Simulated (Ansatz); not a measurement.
`O/C=N/[SiH3]` + `CSC(C)C` → `CC(C)S[SiH3]` + `C/N=C/O`  (formal exchange of groups at the Si–N bond)

Calculated with Ansatz (gas phase, PBE0-D4/def2-TZVP geometries, no zero-point term in ΔE). CBS: MP2 limit from def2 TZ/QZ plus the TZ coupled-cluster correction, frozen cores. Double bonds are as drawn, so ΔE can hold a change between cis and trans. Functionals use def2-TZVPP. B3LYP here is the variant with VWN-RPA as its local correlation; programs differ in this. One conformer a species, not always the lowest.

| level | ΔE (kJ/mol) | difference from CCSD(T)/CBS |
| --- | --- | --- |
| PBE-D4 | 2.1 | -7.2 |
| PBE0-D4 | 3.6 | -5.7 |
| B3LYP-D4 | 9.6 | 0.3 |
| ωB97X-V | 9.5 | 0.2 |
| ωB97M-V | 11.3 | 2.0 |
| B2PLYP | 11.5 | 2.2 |
| r2SCAN | 8.0 | -1.3 |
| PBE0 | 3.9 | -5.4 |
| HF/def2-TZVPP | 14.9 | 5.6 |
| MP2/def2-TZVPP | 11.5 | 2.2 |
| SCS-MP2/def2-TZVPP | 11.8 | 2.5 |
| CCSD(T)/def2-TZVPP | 8.7 | -0.6 |
| HF/def2-QZVPP | 16.0 | 6.7 |
| MP2/def2-QZVPP | 12.1 | 2.8 |
| SCS-MP2/def2-QZVPP | 12.4 | 3.1 |
| CCSD/CBS(def2) | 10.0 | 0.7 |
| CCSD(T)/CBS | 9.3 | 0 |

Largest T1 diagnostic among the species: 0.014.

In def2-TZVPP, CCSD(T) changes the Hartree–Fock value by −6.2 kJ/mol (the triples alone add −0.7 kJ/mol) and MP2 by −3.5 kJ/mol.
